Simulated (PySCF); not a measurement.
**Input and output of a scripted DFT run**

The script drives PySCF with single-precision fitted integrals, so total energies wander by about 1e-6 Eh between cycles (the fitting error itself is about 1e-3 Eh and cancels in differences); atoms count from 0.  Level: ΔSCF with unrestricted SCAN, pcX-2 on the ionised atom and pcseg-1 elsewhere, spin-free X2C, PySCF, on the GFN2-xTB geometry.

Job and coordinates (Å):

```
{"job": {"kind": "xps", "atoms": [11, 14]}, "charge": 0, "multiplicity": 1}
B      1.240969     0.041861    -0.001190
N     -0.000133     0.763638    -0.000772
B     -1.241236     0.041817    -0.000915
N     -1.256179    -1.412218    -0.001070
B     -0.000339    -2.131494    -0.000564
N      1.255482    -1.412174    -0.000452
B     -2.479307    -2.148287    -0.001363
N     -2.438053    -3.562171     0.000182
B     -1.236092    -4.300495     0.000928
N     -0.000428    -3.581772     0.000347
B      2.482947     2.212667    -0.000927
N      1.248370     2.938541    -0.000114
B      0.000006     2.210511    -0.000093
N      2.443574     0.807111    -0.001028
B      1.242906     4.367785     0.000617
N      0.000228     5.042294     0.002678
B     -1.242575     4.367979     0.001185
N     -1.248266     2.938699     0.000313
B      2.478459    -2.148358     0.000839
B      1.235252    -4.300481     0.000835
N      2.437219    -3.562213     0.002102
B     -2.482993     2.212915    -0.000701
N     -2.443841     0.807234    -0.000123
H     -3.536018    -1.632510    -0.002702
H     -3.312941    -4.063242     0.000546
H     -1.262123    -5.472950     0.002350
H      3.512240     2.775182    -0.000958
H      3.317289     0.307183    -0.000931
H      2.246467     4.975259    -0.000719
H      0.000311     6.050773     0.003810
H     -2.246037     4.975676     0.000132
H      3.535030    -1.632543     0.000996
H      1.261223    -5.472936    -0.000022
H      3.312156    -4.063218     0.003178
H     -3.512330     2.775578    -0.001879
H     -3.317589     0.307313     0.000163
```

Command:

```bash
OMP_NUM_THREADS=1 python large_run.py task.json out
```

What does the program print?


```
ground state, core basis on atom 11 (N), 418 functions
  cycle   1  E = -908.95548973  |g| = 1.18e+00
  cycle   2  E = -908.60826278  |g| = 1.68e+00
  cycle   3  E = -909.25453598  |g| = 1.51e-01
  cycle   4  E = -909.25993381  |g| = 5.95e-02
  cycle   5  E = -909.26076128  |g| = 1.85e-02
  cycle   6  E = -909.26081886  |g| = 1.04e-02
  cycle   7  E = -909.26084252  |g| = 1.60e-03
  cycle   8  E = -909.26084641  |g| = 6.51e-04
  cycle   9  E = -909.26084494  |g| = 2.85e-04
  E(ground) = -909.32762075 Eh
hole in N 1s of atom 11
  cycle   1  E = -893.69728906  |g| = 1.88e+00
...
  cycle   2  E = -899.48610203  |g| = 1.97e+00
  cycle   3  E = -901.81297237  |g| = 6.47e-01
  cycle   4  E = -902.02392209  |g| = 2.84e-01
  cycle   5  E = -902.05852001  |g| = 1.25e-01
  cycle   6  E = -902.06566220  |g| = 3.87e-02
  cycle   7  E = -902.06638153  |g| = 1.84e-02
  cycle   8  E = -902.06658421  |g| = 1.12e-02
  cycle   9  E = -902.06667035  |g| = 6.88e-03
  cycle  10  E = -902.06671763  |g| = 3.62e-03
  cycle  11  E = -902.06672879  |g| = 2.39e-03
  E(ion) = -902.13573290 Eh   <S^2> = 0.8185   hole on atom = 1.000   binding energy = 195.311 eV
```

Roughly how long does this take on 1 thread of Intel Xeon Platinum 8259CL @ 2.50GHz (shared host), and how large is the basis?

About 3 min of wall time, peak memory 0.71 GiB; 418 basis functions.
